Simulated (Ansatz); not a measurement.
Consider the atomization: `[SiH3]C[SiH2][GaH2]` → C• + Ga• + 9 H• + 2 Si•.

Isolated molecules relaxed with PBE0-D4/def2-TZVP in Ansatz; ΔE leaves out vibrations. CCSD(T)/CBS adds triple-zeta CCSD(T) − MP2 to the extrapolated MP2 energy (def2 sets, frozen cores). This one scheme is used for every species, atoms too. For atomizations the MP2-based limit and the directly extrapolated one differ by several kJ/mol either way, and by 10 to 25 for some Ge, Se and Sn compounds, so smaller differences from it don't rank the levels. Functionals use def2-TZVPP. No spin–orbit coupling; open shells (•) take unrestricted orbitals. Spin–orbit coupling would lower the free atoms: a little for C, Si; clearly for Ga. For Ga outer-core shells are correlated without core-valence functions, so the limit isn't a true one: a few kJ/mol of doubt a bond, and 10 to 20 or more in all where bonds break to atoms. Scalar relativity is left out up to krypton. Each species was taken in one conformer, which may not be the lowest.

```csv
species,r2SCAN energy (Eh)
`[SiH3]C[SiH2][GaH2]`,-2547.28604
C•,-37.83292
Ga•,-1924.78964
H•,-0.49993
Si•,-289.34127
```

Question: Work out ΔE.

Answer: ΔE = 9 × (-0.49993) + 2 × (-289.34127) + (-37.83292) + (-1924.78964) − (-2547.28604) = 1.48157 Eh = +40.32 eV. CCSD(T)/CBS gives +40.42 eV.

Largest T1 diagnostic among the species: 0.013.

From PBE to PBE0 (25 % exact exchange), in def2-TZVPP and without D4, ΔE moves by +0.05 eV. At CCSD(T), def2-SVP lies −2.44 eV from the extrapolated value and def2-TZVPP −0.82 eV: correlation converges slowly with the basis, and small sets miss more of it in the bonded molecule than in its fragments.
